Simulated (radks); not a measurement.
Question: Species: Au. Configuration: [Xe] 4f14 5d10 6p1 (not the ground configuration). Method: Dirac Kohn-Sham, PBE, spin-unpolarised, spherical densities, finite nucleus; open shells fill j = l - 1/2 first; Fermi nuclear charge, rms radius 5.4371 fm; computed with a radial shooting solver on a logarithmic mesh with Libxc functionals. Some entries of the table are withheld. Estimate them.

orbital  occ.  eigenvalue (hartree)  <1/r> (bohr^-1)
1s1/2       2                   (1)            95.68
2s1/2       2             -522.3494            23.52
2p1/2       2             -501.0586            23.49
2p3/2       4             -433.6063            19.14
3s1/2       2             -123.3232            8.634
3p1/2       2             -113.7139            8.549
3p3/2       4             -98.82947            7.416
3d3/2       4             -82.81840              (2)
3d5/2       6             -79.61911              (3)
4s1/2       2             -26.81297            3.653
4p1/2       2             -22.70744            3.544
4p3/2       4             -19.13827            3.151
4d3/2       4             -12.40772            2.947
4d5/2       6             -11.74295            2.857
5s1/2       2              -4.03318              (4)
4f5/2       6              -3.11357              (5)
4f7/2       8              -2.97351              (6)
5p1/2       2                   (7)            1.348
5p3/2       4                   (8)            1.202
5d3/2       4              -0.34936           0.8571
5d5/2       6              -0.29246           0.8165
6p1/2       1              -0.07497           0.3118
6p3/2       0              -0.05280           0.2623

Answer: 
(1) 1s1/2 eigenvalue (hartree): -2962.410
(2) 3d3/2 <1/r> (bohr^-1): 7.314
(3) 3d5/2 <1/r> (bohr^-1): 7.055
(4) 5s1/2 <1/r> (bohr^-1): 1.476
(5) 4f5/2 <1/r> (bohr^-1): 2.481
(6) 4f7/2 <1/r> (bohr^-1): 2.445
(7) 5p1/2 eigenvalue (hartree): -2.70284
(8) 5p3/2 eigenvalue (hartree): -2.09809
